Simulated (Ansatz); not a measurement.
`[GeH3][SiH2][GeH2][GeH3]` + NH₃ → `N[SiH2][GeH3]` + `[GeH3][GeH3]` at 500 K and 1 bar (cleavage of the Si–Ge bond).

Program: Ansatz. Geometries: PBE0-D4/def2-TZVP. ΔE: electronic, gas phase. CBS: MP2 limit from def2 TZ/QZ plus the TZ coupled-cluster correction, frozen cores. This one scheme is used for every species. For Ge outer-core shells are correlated without core-valence functions, which leaves a few kJ/mol of doubt a bond. Scalar relativity is left out up to krypton. Each species was taken in one conformer, which may not be the lowest.

| species | CCSD(T)/CBS energy (Eh) | H − E (kJ/mol) | S (J/(mol·K)) |
| --- | --- | --- | --- |
| `[GeH3][SiH2][GeH2][GeH3]` | -6523.43025 | 278.6 | 553.8 |
| NH₃ | -56.50880 | 108.2 | 211.8 |
| `N[SiH2][GeH3]` | -2424.12162 | 219.2 | 403.7 |
| `[GeH3][GeH3]` | -4155.81928 | 158.3 | 351.1 |

H − E and S are ideal-gas, rigid-rotor, harmonic terms from PBE0-D4/def2-TZVP, for one conformer and one mirror image of each species. 1 Eh = 2625.50 kJ/mol, R = 8.31446 J/(mol·K).

Q: By hand: ΔE, ΔH, ΔS and ΔG.

A: ΔE = (-2424.12162) + (-4155.81928) − (-6523.43025) − (-56.50880) = -0.00185 Eh = -4.9 kJ/mol. Δ(H − E) = 219.2 + 158.3 − 278.6 − 108.2 = -9.3, so ΔH = -14.2 kJ/mol. ΔS = 403.7 + 351.1 − 553.8 − 211.8 = -10.8 J/(mol·K). ΔG = -14.2 − 500 × (-10.8)/1000 = -8.8 kJ/mol.

Q: By hand: the equilibrium constant, and the temperature at which ΔG would vanish if ΔH and ΔS stayed fixed.

A: log₁₀ K = −ΔG/(RT ln 10) = 0.9. ΔG = 0 at ΔH/ΔS = 1315 K, though so small a ΔS makes that figure unsure.

TΔS isn't small against ΔH here. A doubt of 5 kJ/mol in ΔE shifts log₁₀ K by 0.5 here. Other conformers and mirror images would add mixing entropy, several J/(mol·K) or more a flexible species. Modes under 60 cm⁻¹, often nearly free rotors, make the harmonic entropy too high. These are equilibria of isolated gas molecules and say nothing of rates. Largest T1 diagnostic: 0.012 (customary marks: 0.02 for closed shells, 0.045 for open ones).
